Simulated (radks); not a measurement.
All-electron atom: Mo36+ in [He] 2s2 2p2. Method: Dirac Kohn-Sham, PBE, spin-unpolarised, spherical densities, finite nucleus; open shells fill j = l - 1/2 first; Fermi nuclear charge, rms radius 4.4091 fm; computed with a radial shooting solver on a logarithmic mesh with Libxc functionals.

Spin-orbit splittings of the eigenvalues, e(l+1/2) - e(l-1/2), with zeta = 2 splitting/(2l+1) and mean radii in bohr:

shell  occ.  splitting (eV)  zeta (eV)  <r> j=l-1/2  <r> j=l+1/2
2p        2           122.6      81.74       0.1226       0.1266
3p        0               ?          ?       0.3197       0.3254

Estimate the 3p splitting.

Answer. 34.14 eV (zeta = 22.76 eV).
